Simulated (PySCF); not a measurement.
# Calculated NMR parameters of O=C[SiH2]C=O

```yaml
Formula: C2H4O2Si
SMILES: O=C[SiH2]C=O
Point_group_of_the_computed_structure: C1
Degrees_of_unsaturation: 2
Carbon_signals: 1
Proton_signals: 2
```

Mapped SMILES: `[O:1]=[CH:2][SiH2:3][CH:4]=[O:5]`; H(Xn) means a hydrogen on atom n.

PySCF calculation with GIAO PBE0/pcSseg-1 shieldings and geometry: GFN2-xTB; averaged over atoms made equivalent by symmetry, fast rotation or ring inversion, in vacuum, relativity neglected, single conformer.

Chemical shifts δ = σref − σ; ¹H (31.72 ppm), ¹³C (186.93 ppm), ²⁹Si (349.16 ppm) against TMS; ¹⁷O (336.08 ppm) against H2O, all at this level.

```tsv
carbon	δC, type	δH (multiplicity)	HMBC from (2–3 bonds)	span of the C tensor (ppm)
C2/C4	238.3, CH	12.08 (t)	H(C2)/H(C4), H(Si3)	250
```

Other nuclei:
```
 atoms  nucleus                          environment  δ (ppm)  σ (ppm)
H(Si3)       ¹H  hydrogen on a silicon bonded to 2 C     4.48    27.23
   Si3     ²⁹Si           silicon bonded to 2 C, 2 H    -67.9    417.1
 O1/O5      ¹⁷O                      carbonyl oxygen    968.9   -632.8
```

1. Carbon types of the structure: 2 × CH, leaving 2 H on heteroatoms.
2. δC 238.3: carbonyl carbon.
3. δH 12.08: hydrogen on a carbonyl carbon.
4. δH 4.48: hydrogen on a silicon bonded to 2 C.

Shifts are as computed. Against solution values, carbons near 30 ppm lie about +3 ppm off and those near 130 ppm about +5 ppm. Of 1211 compounds with measured shifts, 218 miss one by over three times the rms of a fit or turn the order of signals round; such compounds aren't used in these exercises. Unscaled 17O shifts of doubly bonded oxygen tend to come out too high, by tens of ppm or more. Experimental scales use liquid or dissolved standards, which lie at an offset from isolated H2O (liquid H2O: subtract about 36 ppm). No couplings were computed; multiplicities are counted from neighbouring protons, with m where these are inequivalent, close in shift, in a saturated or five-membered ring or joined by F or P, and br s for small geminal =CH2 splittings.
